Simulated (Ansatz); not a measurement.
Sn18H28. The state is a singlet with charge 0. Geometry PBE-D4/def2-SVP; atoms count from 1.

| atom | x (Å) | y (Å) | z (Å) |
| --- | --- | --- | --- |
| Sn1 | 3.6711 | 1.0170 | 3.6019 |
| Sn2 | 0.5107 | 4.3123 | 2.2832 |
| Sn3 | 3.3311 | -1.6849 | -0.0667 |
| Sn4 | 1.7299 | 0.6315 | -0.4184 |
| Sn5 | 0.4042 | -3.5558 | -2.4043 |
| Sn6 | -1.2004 | -3.6525 | -0.0801 |
| Sn7 | -0.7757 | -0.0186 | -4.5823 |
| Sn8 | -0.7621 | -0.0693 | 3.1870 |
| Sn9 | -3.0921 | 0.3996 | -0.6330 |
| Sn10 | -0.6029 | 3.8057 | -2.1943 |
| Sn11 | 4.7373 | -1.2775 | 2.3536 |
| Sn12 | 1.2840 | 1.5988 | 2.2056 |
| Sn13 | -1.2900 | 5.0335 | 0.2404 |
| Sn14 | -0.2447 | -2.7445 | 2.4307 |
| Sn15 | -0.6471 | 0.9866 | -1.9333 |
| Sn16 | -1.1096 | -2.8135 | -4.6549 |
| Sn17 | -3.6247 | -2.3626 | -0.7118 |
| Sn18 | -3.1603 | 0.9449 | 2.1296 |
| H19 | 3.3609 | 0.7482 | 5.2885 |
| H20 | 4.7820 | 2.3459 | 3.4826 |
| H21 | 1.9519 | 5.2696 | 2.1240 |
| H22 | -0.1566 | 4.6619 | 3.8492 |
| H23 | 4.4093 | -1.8624 | -1.4147 |
| H24 | 2.4204 | -3.1522 | 0.0743 |
| H25 | 2.8249 | 1.7623 | -1.1850 |
| H26 | 1.5638 | -2.2596 | -2.3387 |
| H27 | 1.3019 | -5.0291 | -2.5883 |
| H28 | -1.5308 | -5.3520 | 0.1468 |
| H29 | 0.7047 | 0.4021 | -5.3898 |
| H30 | -2.0559 | 0.8477 | -5.3790 |
| H31 | -0.8023 | -0.0518 | 4.9304 |
| H32 | -4.3208 | 1.2959 | -1.4864 |
| H33 | 0.9867 | 4.3242 | -2.6618 |
| H34 | -1.6944 | 4.3195 | -3.4445 |
| H35 | 6.4354 | -1.0807 | 2.0527 |
| H36 | 4.5439 | -2.6632 | 3.3797 |
| H37 | -1.3239 | 6.7660 | 0.0962 |
| H38 | -2.8881 | 4.5269 | 0.6883 |
| H39 | 1.4683 | -3.0106 | 2.5855 |
| H40 | -0.9973 | -3.7956 | 3.5976 |
| H41 | -2.7796 | -3.2526 | -4.5324 |
| H42 | -0.4842 | -3.4814 | -6.1294 |
| H43 | -4.2063 | -2.8972 | -2.2580 |
| H44 | -4.8410 | -2.7493 | 0.4677 |
| H45 | -3.2664 | 2.6412 | 2.4851 |
| H46 | -4.5652 | 0.1753 | 2.8066 |

In the def2 sets Sn takes a core potential; there is no spin–orbit coupling. Single mean-field runs in def2-SVP are fitted with def2-universal-jkfit.

**Question.** Estimate the Mulliken populations of the heavy atoms from the PBE0/def2-SVP orbitals of Ansatz.

**Answer.** 
```json
{"atom": "Sn1", "charge (e)": "0.19"}
{"atom": "Sn2", "charge (e)": "0.18"}
{"atom": "Sn3", "charge (e)": "0.12"}
{"atom": "Sn4", "charge (e)": "0.05"}
{"atom": "Sn5", "charge (e)": "0.11"}
{"atom": "Sn6", "charge (e)": "0.03"}
{"atom": "Sn7", "charge (e)": "0.18"}
{"atom": "Sn8", "charge (e)": "0.05"}
{"atom": "Sn9", "charge (e)": "0.03"}
{"atom": "Sn10", "charge (e)": "0.17"}
{"atom": "Sn11", "charge (e)": "0.13"}
{"atom": "Sn12", "charge (e)": "-0.18"}
{"atom": "Sn13", "charge (e)": "0.12"}
{"atom": "Sn14", "charge (e)": "0.13"}
{"atom": "Sn15", "charge (e)": "-0.18"}
{"atom": "Sn16", "charge (e)": "0.13"}
{"atom": "Sn17", "charge (e)": "0.13"}
{"atom": "Sn18", "charge (e)": "0.14"}
```
Mulliken values depend strongly on the basis.

**Question.** And the Mayer bond orders between heavy atoms (over 0.3)?

**Answer.** Sn1–Sn11 0.87 (2.82 Å); Sn1–Sn12 0.86 (2.83 Å); Sn2–Sn12 0.85 (2.82 Å); Sn2–Sn13 0.87 (2.82 Å); Sn3–Sn4 0.84 (2.84 Å); Sn3–Sn11 0.87 (2.83 Å); Sn4–Sn12 0.86 (2.83 Å); Sn4–Sn15 0.83 (2.84 Å); Sn5–Sn6 0.86 (2.83 Å); Sn5–Sn16 0.87 (2.81 Å); Sn6–Sn14 0.85 (2.84 Å); Sn6–Sn17 0.88 (2.82 Å); Sn7–Sn15 0.85 (2.84 Å); Sn7–Sn16 0.87 (2.82 Å); Sn8–Sn12 0.86 (2.82 Å); Sn8–Sn14 0.86 (2.83 Å); Sn8–Sn18 0.87 (2.81 Å); Sn9–Sn15 0.86 (2.83 Å); Sn9–Sn17 0.87 (2.81 Å); Sn9–Sn18 0.86 (2.82 Å); Sn10–Sn13 0.88 (2.81 Å); Sn10–Sn15 0.87 (2.83 Å).
